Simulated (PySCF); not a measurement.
A run for PySCF: U-M06-2X/def2-TZVPP on O2 (SMILES O=O).

```python
from pyscf import gto, dft

mol = gto.M(
    atom='''
    O     0.00000000   -0.00000000    0.60215214
    O    -0.00000000    0.00000000   -0.60215214
    ''',
    basis='def2-tzvpp',
    charge=0, spin=2, verbose=4, max_memory=1800)
mf = dft.UKS(mol, xc='m062x').density_fit(auxbasis='def2-universal-jkfit')
mf.grids.level = 4
mf.conv_tol = 1e-9
mf.max_cycle = 150
mf.kernel()
mf.dip_moment()
```

It printed:

```
PySCF version 2.14.0

[INPUT] verbose = 4
[INPUT] num. atoms = 2
[INPUT] num. electrons = 16
[INPUT] charge = 0
[INPUT] spin (= nelec alpha-beta = 2S) = 2
[INPUT] symmetry False subgroup None
[INPUT] Mole.unit = angstrom
[INPUT] Symbol           X                Y                Z      unit          X                Y                Z       unit  Magmom
[INPUT]  1 O      0.000000000000   0.000000000000   0.602152140000 AA    0.000000000000   0.000000000000   1.137902629921 Bohr   0.0
[INPUT]  2 O      0.000000000000   0.000000000000  -0.602152140000 AA    0.000000000000   0.000000000000  -1.137902629921 Bohr   0.0

nuclear repulsion = 28.1219140887551
number of shells = 22
number of NR pGTOs = 92
number of NR cGTOs = 62
basis = def2-tzvpp
ecp = {}


******** <class 'pyscf.df.df_jk.DFUKS'> ********
method = DFUKS
initial guess = minao
damping factor = 0
level_shift factor = 0
DIIS = <class 'pyscf.scf.diis.CDIIS'>
diis_start_cycle = 1
diis_space = 8
diis_damp = 0
SCF conv_tol = 1e-09
SCF conv_tol_grad = None
SCF max_cycles = 150
direct_scf = False
number electrons alpha = 9  beta = 7
XC library pyscf.dft.libxc version 7.1.2
    S. Lehtola, C. Steigemann, M. J. T. Oliveira, and M. A. L. Marques,  SoftwareX 7, 1–5 (2018)
XC functionals = m062x
    Y. Zhao and D. G. Truhlar,  Theor. Chem. Acc. 120, 215 (2008)
    Y. Zhao and D. G. Truhlar,  Theor. Chem. Acc. 120, 215 (2008)
radial grids:
    Treutler-Ahlrichs [JCP 102, 346 (1995); DOI:10.1063/1.469408] (M4) radial grids

becke partition: Becke, JCP 88, 2547 (1988); DOI:10.1063/1.454033
pruning grids: <function nwchem_prune>
grids dens level: 4
symmetrized grids: False
atomic radii adjust function: <function treutler_atomic_radii_adjust>
small_rho_cutoff = 0
Set gradient conv threshold to 3.16228e-05
tot grids = 56520
******** <class 'pyscf.df.df.DF'> ********
auxbasis = def2-universal-jkfit
init E= -150.453719599473
  alpha nocc = 9  HOMO = -0.238098285699264  LUMO = 0.183026429845107
  beta  nocc = 7  HOMO = -0.57261392020731  LUMO = -0.238098285699316

WARN: HOMO -0.238098285699264 >= LUMO -0.238098285699316

cycle= 1 E= -150.306927298837  delta_E= 0.147  |g|= 0.218  |ddm|= 1.01
  alpha nocc = 9  HOMO = -0.42541719338699  LUMO = 0.223084495150637
  beta  nocc = 7  HOMO = -0.582860505423647  LUMO = -0.094912070714461
  HOMO = -0.425417193387  LUMO = -0.0949120707145  gap/eV = 8.99350
cycle= 2 E= -150.323297832514  delta_E= -0.0164  |g|= 0.102  |ddm|=  0.2
  alpha nocc = 9  HOMO = -0.392193536664104  LUMO = 0.252334380886708
  beta  nocc = 7  HOMO = -0.536424668630469  LUMO = -0.0537086900480987
  HOMO = -0.392193536664  LUMO = -0.0537086900481  gap/eV = 9.21064
cycle= 3 E= -150.326508184051  delta_E= -0.00321  |g|= 0.0199  |ddm|= 0.0533
  alpha nocc = 9  HOMO = -0.402288052894812  LUMO = 0.252262296153532
  beta  nocc = 7  HOMO = -0.539703785587743  LUMO = -0.0570652776191933
  HOMO = -0.402288052895  LUMO = -0.0570652776192  gap/eV = 9.39399
cycle= 4 E= -150.326725263458  delta_E= -0.000217  |g|= 0.00648  |ddm|= 0.02
  alpha nocc = 9  HOMO = -0.401172243422637  LUMO = 0.254297455300993
  beta  nocc = 7  HOMO = -0.537357618490621  LUMO = -0.054314357321052
  HOMO = -0.401172243423  LUMO = -0.0543143573211  gap/eV = 9.43848
cycle= 5 E= -150.326743373645  delta_E= -1.81e-05  |g|= 0.000594  |ddm|= 0.00537
  alpha nocc = 9  HOMO = -0.401363712189117  LUMO = 0.254275867171607
  beta  nocc = 7  HOMO = -0.53739286782674  LUMO = -0.05440325975421
  HOMO = -0.401363712189  LUMO = -0.0544032597542  gap/eV = 9.44127
cycle= 6 E= -150.326743604828  delta_E= -2.31e-07  |g|= 4.33e-05  |ddm|= 0.00116
  alpha nocc = 9  HOMO = -0.401358314097014  LUMO = 0.254291029959937
  beta  nocc = 7  HOMO = -0.537382335106252  LUMO = -0.0543942632162505
  HOMO = -0.401358314097  LUMO = -0.0543942632163  gap/eV = 9.44137
cycle= 7 E= -150.326743606107  delta_E= -1.28e-09  |g|= 6.42e-06  |ddm|= 6.56e-05
  alpha nocc = 9  HOMO = -0.401356985575128  LUMO = 0.254292874094482
  beta  nocc = 7  HOMO = -0.537380602631496  LUMO = -0.054392595735704
  HOMO = -0.401356985575  LUMO = -0.0543925957357  gap/eV = 9.44138
cycle= 8 E= -150.326743606142  delta_E= -3.46e-11  |g|= 8.83e-07  |ddm|= 1.03e-05
  alpha nocc = 9  HOMO = -0.401357215671358  LUMO = 0.2542926803456
  beta  nocc = 7  HOMO = -0.537380893452693  LUMO = -0.0543928493658403
  HOMO = -0.401357215671  LUMO = -0.0543928493658  gap/eV = 9.44138
Extra cycle  E= -150.326743606142  delta_E= -5.97e-13  |g|= 2.8e-07  |ddm|= 8.76e-07
converged SCF energy = -150.326743606142  <S^2> = 2.0124656  2S+1 = 3.008299
Dipole moment(X, Y, Z, Debye): -0.00000,  0.00000,  0.00000
```

Self-consistency was reached.

Cost: very roughly 8 core-seconds.
